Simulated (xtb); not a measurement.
C$_{4}$H$_{6}$F$_{2}$O$_{2}$ (SMILES C=COC(F)(F)CO), singlet, at a GFN2-xTB geometry; GFN2-xTB with GBSA(methanol) in xtb.

The xtb input:
```
$ xtb mol.xyz --gfn 2 --gbsa methanol --json

# file mol.xyz
14

C     -1.98524867     0.92501571     1.04731077
C     -1.20006666     1.45180380     0.12826779
O     -0.21647139     0.85538765    -0.62868302
C      0.15603679    -0.44442100    -0.42765436
F      0.88313980    -0.78118462    -1.51504011
F     -0.91014782    -1.29301426    -0.44033908
C      0.98330795    -0.67006602     0.84831123
O      2.08545721     0.18356411     0.89343668
H     -2.71162513     1.54904888     1.53284278
H     -1.97073075    -0.11090471     1.33325363
H     -1.25177725     2.49055991    -0.16406339
H      0.32242654    -0.52987052     1.71565441
H      1.36297848    -1.69400495     0.84097663
H      1.81573708     1.07735240     0.64430653
```

The log (banner, timings and long lists left out):

```
   ID    Z sym.   atoms
    1    6 C      1, 2, 4, 7
    2    8 O      3, 8
    3    9 F      5, 6
    4    1 H      9-14

           -------------------------------------------------
          |                Calculation Setup                |
           -------------------------------------------------

           -------------------------------------------------
          |                 G F N 2 - x T B                 |
           -------------------------------------------------

      * Solvation model:               GBSA
        Solvent                        methanol
        Parameter file                 internal GFN2-xTB/GBSA
        Dielectric constant                3.2700E+01
        Reference state                gsolv [1 M gas/solution]
        Free energy shift                  3.3569E-03 Eh       2.1065E+00 kcal/mol
        Temperature                        2.9815E+02 K
        Density                            7.9200E-01 kg/L
        Solvent mass                       3.2040E+01 g/mol
        Interaction kernel             Still
        Born radius scaling (c1)           1.6087E+00
        Born radii integrator          GBOBC
        Born offset                        5.6550E-04 a0       1.0686E-03 AA
        H-bond correction              true
        Ion screening                  false
        Surface tension                    1.0000E-05 Eh       1.5569E+01 dyn/cm
        Grid points                               230 per atom

          ...................................................
          :                      SETUP                      :
          :.................................................:
          :  # basis functions                  38          :
          :  # atomic orbitals                  38          :
          :  # shells                           22          :
          :  # electrons                        48          :
          :  max. iterations                   250          :
          :  Hamiltonian                  GFN2-xTB          :
          :  restarted?                      false          :
          :  GBSA solvation                   true          :
          :  PC potential                    false          :
          :  electronic temp.          300.0000000     K    :
          :  accuracy                    1.0000000          :
          :  -> integral cutoff          0.2500000E+02      :
          :  -> integral neglect         0.1000000E-07      :
          :  -> SCF convergence          0.1000000E-05 Eh   :
          :  -> wf. convergence          0.1000000E-03 e    :
          :  Broyden damping             0.4000000          :
          :  net charge                          0          :
          :  unpaired electrons                  0          :
          ...................................................

 iter      E             dE          RMSdq      gap      omega  full diag
   1    -29.3581161 -0.293581E+02  0.496E+00    5.50       0.0  T
   2    -29.4109808 -0.528646E-01  0.284E+00    5.33       1.0  T
   3    -29.4088239  0.215692E-02  0.140E+00    5.39       1.0  T
   4    -29.4152566 -0.643278E-02  0.532E-01    5.32       1.0  T
   5    -29.4173527 -0.209603E-02  0.104E-01    5.35       1.0  T
   6    -29.4173721 -0.194065E-04  0.463E-02    5.35       1.0  T
   7    -29.4173744 -0.234634E-05  0.150E-02    5.35       1.8  T
   8    -29.4173746 -0.209589E-06  0.399E-03    5.35       6.7  T
   9    -29.4173747 -0.288814E-07  0.138E-03    5.35      19.4  T
  10    -29.4173747 -0.174746E-08  0.365E-04    5.35      73.2  T
  11    -29.4173747 -0.585889E-09  0.137E-04    5.35     195.2  T

   *** convergence criteria satisfied after 11 iterations ***

         :::::::::::::::::::::::::::::::::::::::::::::::::::::
         ::                     SUMMARY                     ::
         :::::::::::::::::::::::::::::::::::::::::::::::::::::
         :: total energy             -29.201211882795 Eh    ::
[...]
        30                          0.0996949               2.7128
        31                          0.1123298               3.0567
        32                          0.1387755               3.7763
        33                          0.1430928               3.8938
        34                          0.1855290               5.0485
        35                          0.2308754               6.2824
       ...                                ...                  ...
        38                          0.6211163              16.9014
      -------------------------------------------------------------
                  HL-Gap            0.1967815 Eh            5.3547 eV
             Fermi-level           -0.3193550 Eh           -8.6901 eV

     #   Z          covCN         q      C6AA      α(0)
     1   6 C        2.833    -0.131    31.329     9.172
     2   6 C        2.776     0.094    25.898     8.335
     3   8 O        1.707    -0.286    18.741     5.845
     4   6 C        3.411     0.451    16.602     6.264
     5   9 F        0.789    -0.230    11.550     4.014
     6   9 F        0.787    -0.248    11.740     4.047
     7   6 C        3.675     0.052    19.919     6.395
     8   8 O        1.656    -0.453    21.910     6.319
     9   1 H        0.926     0.086     1.923     2.168
    10   1 H        0.926     0.067     2.121     2.278
    11   1 H        0.926     0.093     1.847     2.125
    12   1 H        0.923     0.069     2.097     2.265
    13   1 H        0.924     0.089     1.889     2.149
    14   1 H        0.805     0.347     0.595     1.212

 Mol. C6AA /au·bohr⁶  :       1815.606699
 Mol. C8AA /au·bohr⁸  :      39261.401719
 Mol. α(0) /au        :         62.588409

Wiberg/Mayer (AO) data.
largest (>0.10) Wiberg bond orders for each atom

 ---------------------------------------------------------------------------
     #   Z sym  total        # sym  WBO       # sym  WBO       # sym  WBO
 ---------------------------------------------------------------------------
     1   6 C    3.982 --     2 C    1.923    10 H    0.969     9 H    0.968
                             3 O    0.104
     2   6 C    3.890 --     1 C    1.923     3 O    0.983    11 H    0.950
     3   8 O    2.229 --     4 C    1.008     2 C    0.983     1 C    0.104
     4   6 C    3.841 --     3 O    1.008     7 C    0.936     5 F    0.931
                             6 F    0.910
     5   9 F    1.047 --     4 C    0.931
     6   9 F    1.032 --     4 C    0.910
     7   6 C    3.957 --     8 O    1.025    13 H    0.964    12 H    0.957
                             4 C    0.936
     8   8 O    1.950 --     7 C    1.025    14 H    0.861
     9   1 H    0.993 --     1 C    0.968
    10   1 H    0.996 --     1 C    0.969
    11   1 H    0.991 --     2 C    0.950
    12   1 H    0.995 --     7 C    0.957
    13   1 H    0.992 --     7 C    0.964
    14   1 H    0.880 --     8 O    0.861
 ---------------------------------------------------------------------------

Topologies differ in total number of bonds
Writing topology from bond orders to xtbtopo.mol

molecular dipole:
                 x           y           z       tot (Debye)
 q only:       -0.565       0.939       1.097
   full:       -0.712       0.942       1.068       4.047
molecular quadrupole (traceless):
                xx          xy          yy          xz          yz          zz
 q only:       -2.171      -2.233       4.360      -1.979      -0.969      -2.190
  q+dip:       -4.672      -2.373       6.099      -2.497      -2.049      -1.427
   full:       -4.096      -2.066       5.867      -2.104      -1.542      -1.771

           -------------------------------------------------
          | TOTAL ENERGY              -29.201211882795 Eh   |
          | GRADIENT NORM               0.015356978693 Eh/α |
          | HOMO-LUMO GAP               5.354697996122 eV   |
           -------------------------------------------------

normal termination of xtb
```
